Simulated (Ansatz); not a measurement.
Ansatz results at the PBE0-D4/def2-TZVP geometry: LUMO energy (B3LYP/def2-TZVPP) -0.65 eV; LUMO energy (ωB97M-V/def2-TZVPP) 1.27 eV; HOMO–LUMO gap (ωB97M-V/def2-TZVPP) 11.53 eV.

Each molecule was computed in one conformer, which needn't be the lowest.

**Question.** Which molecule gave them?
A. `C[Se][SnH2][Cl]`
B. `[CH3][Sn]([CH3])([F])[Cl]`
C. `[OH][SnH]([Cl])[Cl]`
D. `[NH2][SnH2][F]`

**Answer.** D. The others give `C[Se][SnH2][Cl]`: -1.46, 0.63, 9.66; `[OH][SnH]([Cl])[Cl]`: -2.14, 0.20, 11.74; `[CH3][Sn]([CH3])([F])[Cl]`: -0.95, 1.23, 11.85.

B3LYP here is the variant with VWN-RPA as its local correlation; programs differ in this.
